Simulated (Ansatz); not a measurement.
GaH2(OH) (GaOH₃). Charge 0, multiplicity 3. Geometry r2SCAN-D4/def2-TZVP, that of the neutral singlet.

```xyz
5

Ga   -0.256   -0.482    0.089
H     0.274   -1.936    0.062
H    -1.695    0.039    0.384
O     1.001    0.737   -0.276
H     0.676    1.642   -0.260
```

At PBE-D4/def2-TZVP the gap within one spin of the charge 0 triplet nearly closes, so an electron or hole may be smeared out by delocalisation error. At PBE0-D4/def2-TZVP a singlet of charge 0 lies 5.43 eV below the triplet at the same geometry.

Q: Estimate the α-spin orbital energies around the gap (eV) in Ansatz with PBE-D4/def2-TZVP, r2SCAN-D4/def2-TZVP, PBE0-D4/def2-TZVP.

A: 
| orbital | PBE-D4/def2-TZVP | r2SCAN-D4/def2-TZVP | PBE0-D4/def2-TZVP |
| --- | --- | --- | --- |
| HOMO−5 | -13.15 | -13.62 | -14.89 |
| HOMO−4 | -11.61 | -12.22 | -13.46 |
| HOMO−3 | -9.24 | -9.63 | -10.77 |
| HOMO−2 | -9.07 | -9.61 | -10.67 |
| HOMO−1 | -8.27 | -8.63 | -9.95 |
| HOMO | -2.71 | -2.96 | -3.54 |
| LUMO | -1.36 | -1.21 | -0.53 |
| LUMO+1 | -0.50 | -0.09 | 0.27 |
| LUMO+2 | 1.26 | 2.00 | 2.13 |
| LUMO+3 | 2.13 | 2.68 | 2.91 |
| LUMO+4 | 3.03 | 3.55 | 3.77 |
| LUMO+5 | 3.23 | 3.59 | 3.92 |
| β HOMO | -7.83 | -8.17 | -9.41 |
| β LUMO | -7.74 | -7.72 | -7.06 |
